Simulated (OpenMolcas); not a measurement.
# Mn3+: effect of the basis set

- Program: OpenMolcas 26.06
- Method: CASSCF
- Active space: 4 electrons in 10 orbitals (3d 4d)
- State averaging: 2S+1 = 5 even, 5 roots; 2S+1 = 3 even, 45 roots; 2S+1 = 1 even, 44 roots
- Spin-orbit coupling: state interaction with AMFI integrals over the reference wave functions, term energies averaged over their components

A. ANO-RCC-VTZP [6s5p3d2f1g], DKH2, point nucleus; cost of the order of 50 core-seconds
B. ANO-R2 [7s4p4d2f1g], X2C, finite nucleus; cost of the order of 70 core-seconds
C. ANO-RCC-VQZP [7s6p4d3f2g1h], DKH2, point nucleus; cost of the order of 70 core-seconds

Energies in cm-1 above 3d4 5D0, the measured ground level; measured values from Corliss and Sugar, J. Phys. Chem. Ref. Data 6, 1253 (1977).

```json
{"Level": "3d4 5D0", "A": "0.0", "B": "0.0", "C": "0.0", "Measured": "0.0"}
{"Level": "3d4 5D1", "A": "102", "B": "101", "C": "101", "Measured": "99.0"}
{"Level": "3d4 5D2", "A": "303", "B": "300", "C": "298", "Measured": "287"}
{"Level": "3d4 5D3", "A": "595", "B": "588", "C": "586", "Measured": "552"}
{"Level": "3d4 5D4", "A": "969", "B": "958", "C": "954", "Measured": "886"}
{"Level": "3d4 3H4", "A": "22821", "B": "23020", "C": "23003", "Measured": "21281"}
{"Level": "3d4 3H5", "A": "23047", "B": "23242", "C": "23226", "Measured": "21475"}
{"Level": "3d4 3H6", "A": "23301", "B": "23493", "C": "23476", "Measured": "21679"}
{"Level": "3d4 3P0(1)", "A": "24497", "B": "24722", "C": "24702", "Measured": "20654"}
{"Level": "3d4 3P1(1)", "A": "25097", "B": "25317", "C": "25297", "Measured": "21279"}
{"Level": "3d4 3P2(1)", "A": "26174", "B": "26387", "C": "26365", "Measured": "22325"}
{"Level": "3d4 3F2(1)", "A": "26265", "B": "26482", "C": "26459", "Measured": "22791"}
{"Level": "3d4 3F3(1)", "A": "26344", "B": "26560", "C": "26537", "Measured": "22862"}
{"Level": "3d4 3F4(1)", "A": "26474", "B": "26687", "C": "26664", "Measured": "22959"}
{"Level": "3d4 3G3", "A": "28783", "B": "29035", "C": "29007", "Measured": "25440"}
{"Level": "3d4 3G4", "A": "29053", "B": "29302", "C": "29273", "Measured": "25671"}
{"Level": "3d4 3G5", "A": "29285", "B": "29531", "C": "29503", "Measured": "25878"}
{"Level": "3d4 1I6", "A": "34503", "B": "34730", "C": "34692", "Measured": ""}
{"Level": "3d4 1G4(1)", "A": "36261", "B": "36513", "C": "36472", "Measured": ""}
{"Level": "3d4 3D3", "A": "37386", "B": "37665", "C": "37621", "Measured": "31385"}
{"Level": "3d4 3D2", "A": "37459", "B": "37739", "C": "37694", "Measured": "31474"}
{"Level": "3d4 3D1", "A": "37540", "B": "37820", "C": "37775", "Measured": "31581"}
{"Level": "3d4 1S0", "A": "42179", "B": "42444", "C": "42387", "Measured": ""}
{"Level": "3d4 1D2", "A": "45155", "B": "45464", "C": "45402", "Measured": ""}
```

Deviations, from unrounded energies. A percentage is the sum of absolute deviations over the sum of measured energies, with the sign that they share, or ± where signs differ.

| Against measurement | Levels | A | B | C |
| --- | --- | --- | --- | --- |
| mean absolute deviation (cm-1) | 19 | 2900 | 3100 | 3100 |
| fine structure of the ground term (%) | 4 | +8.0 | +6.7 | +6.3 |
| other terms of the ground configuration (%) | 15 | +14.9 | +15.8 | +15.7 |

A lies closest to measurement on these levels and B furthest from it. The largest miss of A in the table is 3d4 3D3, by +6000 cm-1. The ranking rests on the paired levels alone, and a cruder setting can come out closer through cancelling errors.

Among A to C the level of the table that moves most is 3d4 1D2, by 310 cm-1 (lowest in A, highest in B).

Without dynamic correlation excited terms often stand tens of per cent too high (terms of higher spin than the ground term too low), and those without a measured partner can miss by more than the paired ones. Active for correlation alone: 4d; no level in the range computed is led by a configuration that fills it, so any true level of that kind is missing. Measured partners are found by configuration, term and J. A level has none where our copy of the source lacks it or the pairing is in doubt (some pairs that miss far off the trend of their configuration count as doubtful), and it then counts in no deviation. Levels of configurations outside the active space are missing. The table leaves out levels that lie high or whose names do not pair safely across all columns.

A number in round brackets counts repeated terms of one configuration in the order of the reference energies.
